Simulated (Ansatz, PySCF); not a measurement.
HP, triplet, geometry from GFN2-xTB. Base run: B3LYP5/def2-SVP in PySCF.

Input for PySCF:
```python
from pyscf import gto, scf, dft

mol = gto.Mole()
mol.atom = '''
    P    -0.00000000   -0.00000000   -0.08742886
    H     0.00000000    0.00000000    1.31143294
'''
mol.basis = 'def2-svp'
mol.spin = 2
mol.verbose = 4
mol.build()

mf = dft.UKS(mol)
mf.xc = 'b3lyp5'
mf.kernel()
```

The same geometry, method and basis name were run in Ansatz (a quantum-chemistry and plane-wave program) and PySCF, at each program's defaults and at the settings that a row names. The base is PySCF at its defaults. Differences at the defaults can come from grids, fitting, cores and function types together.

```csv
code and settings,ΔE vs base (mEh),basis functions,E (Eh),SCF cycles,dipole (D)
"PySCF, defaults (exact integrals, its default grid, spherical functions)",0.000,23,-341.72672,8,0.61
"Ansatz, defaults (factorised integrals, its default grid, spherical functions)",0.000,23,-341.72672,-,-
"PySCF, density fitting with def2-universal-jkfit",-0.028,23,-341.72675,8,0.61
"PySCF, fine grid",0.000,23,-341.72672,8,0.61
"Ansatz, high accuracy",0.000,23,-341.72672,-,-
```

Open shells are given as the SCF converged; they aren't shown to be the lowest states, and a large step between rows can be another state.
